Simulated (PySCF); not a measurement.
Molecule: `InChI=1S/C2H8B2/c1-4-2-3/h4H,2-3H2,1H3`.

Cartesian coordinates in Å; atom numbers follow the order of the lines, from 1:
```xyz
12

B     1.809    0.187    0.549
C     0.736   -0.859    0.098
B    -0.427   -0.028   -0.569
C    -1.670    0.455    0.263
H     1.753    0.667    1.616
H     2.659    0.518   -0.184
H     1.158   -1.549   -0.632
H     0.355   -1.419    0.951
H    -0.361    0.252   -1.707
H    -2.590    0.036   -0.146
H    -1.782    1.536    0.181
H    -1.635    0.203    1.319
```

Frames of a GFN2-xTB Langevin trajectory at 400 K; GIAO PBE0/pcSseg-1 shieldings in PySCF 2.14.0 with density-fitted response routines, gas phase, non-relativistic; equivalent atoms averaged within each frame.

Chemical shifts δ = σref − σ; 11B (σref 100.07) vs BF3·OEt2; 13C (σref 186.93), 1H (σref 31.72) vs TMS, all at this level. The references are static minima.

**Question.** How do the shifts (ppm) fluctuate along the trajectory?

**Answer.** 
```
         time (fs)    B1    B3    C2    C4    H9  H5/H6  H7/H8  H10/H11/H12
               250  89.4  81.8  56.9  30.2  8.36   8.35   3.80         0.86
               425  85.9  89.0  47.4  11.6  8.34   8.01   2.98         1.10
               625  90.0  92.0  65.0  19.8  8.41   8.29   3.80         1.66
               800  87.3  94.6  51.2  13.8  8.45   8.15   2.38         1.10
              1000  87.6  92.5  50.4  16.7  7.76   7.91   2.79         0.89
    mean of frames  88.0  90.0  54.2  18.4  8.26   8.14   3.15         1.12
standard deviation   1.6   5.0   6.9   7.3  0.29   0.18   0.63         0.32
```

5 frames give an uncertainty of the mean of about the standard deviation over 2.2 at best, since frames this close in time may not be independent; classical motion lacks zero-point vibration, and the reference would need the same averaging.
